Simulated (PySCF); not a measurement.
Level of theory: PBE-D3(BJ)/def2-TZVP (PySCF). Gas-phase values, no solvent. One relaxed conformer stands for a flexible species; it need not be the lowest. Excitations are Tamm–Dancoff values on a coarser integration grid. The basis has no diffuse functions, so Rydberg states are missing or too high.

Reference species (SMILES): `[SH][Al]([SH])[SH]` (neutral, multiplicity 1).

- T1 excitation (TDA) = 4.79 eV
- LUMO = -1.56 eV

Changed species: `[F][Al]([SH])[F]` (F–Al–S–H torsion 180°) (1 of 3 F replaced by SH; the reference has 3 of 3 F replaced by SH).

Give the shifts of the T1 excitation (TDA) and LUMO.

the T1 excitation (TDA) stays essentially unchanged; the LUMO decreases by 0.49 eV, to -2.05 eV.
